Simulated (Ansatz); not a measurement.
Input for Ansatz (a quantum-chemistry and plane-wave program): R-r2SCAN/def2-TZVPP on C5H6O (SMILES C=CC(=O)C=C).

Ansatz 0.2 input:
```yaml
crystal:
  periodic: [false, false, false]
  atoms:
    - {symbol: C, position_ang: [-2.45049043, -0.01072823, -0.21374368]}
    - {symbol: C, position_ang: [-1.18700204, 0.16832290, -0.58674370]}
    - {symbol: C, position_ang: [-0.05132461, -0.12127853, 0.33259680]}
    - {symbol: O, position_ang: [-0.22596213, -0.53390964, 1.46430071]}
    - {symbol: C, position_ang: [1.31105202, 0.12476774, -0.21714052]}
    - {symbol: C, position_ang: [2.40558329, -0.09536503, 0.50475518]}
    - {symbol: H, position_ang: [-2.67545183, -0.37589607, 0.78086714]}
    - {symbol: H, position_ang: [-3.27719729, 0.19881409, -0.87937493]}
    - {symbol: H, position_ang: [-0.94630647, 0.53320883, -1.57890250]}
    - {symbol: H, position_ang: [1.38047528, 0.49261320, -1.23464988]}
    - {symbol: H, position_ang: [2.32039235, -0.46300161, 1.52003470]}
    - {symbol: H, position_ang: [3.39623184, 0.08245233, 0.10800070]}
basis:
  gaussian:
    orbitals: def2-TZVPP
hamiltonian:
  xc: {name: r2SCAN}
scf: {lower_state_search: off}
```

Output:

```
WARN ansatz: RAYON_NUM_THREADS=6 ignored (pool sized by the plan → 6); use --threads N
Functional definition: r2SCAN
these checks for a lower state are left out or cut short: stability, starts, cluster_reference, orbital_swaps, neighbouring_geometries, increment
integrals: 0.19 GiB planned
1405 factors; their error is unknown
mean field: 1.51 GiB planned
mean field evaluation 1: about -7315.7843 eV, gradient 7.1e1 eV
mean field evaluation 2: about -7310.5515 eV, gradient 8.7e1 eV
mean field evaluation 4: about -7326.9277 eV, gradient 6.9e0 eV
mean field evaluation 8: about -7327.0323 eV, gradient 3.3e-1 eV
mean field evaluation 16: about -7326.9943 eV, gradient 9.7e-4 eV
mean field -7326.99425698 eV, -269.2620725289 hartree, gradient 2.6e-6 eV, S^2 0.000000; 0 other end points of the search recorded, 0 dependent functions left out
reference -7326.99426901 eV, -269.2620729709 hartree; 22, 22 occupied and 248, 248 virtual orbitals, 1405 factors
Total energy: -7326.99426901 eV, -269.2620729709 hartree
Checks for a lower state left out: stability, starts, cluster_reference, orbital_swaps, neighbouring_geometries, increment
```

Self-consistency was reached.

Cost: very roughly 7 core-seconds.
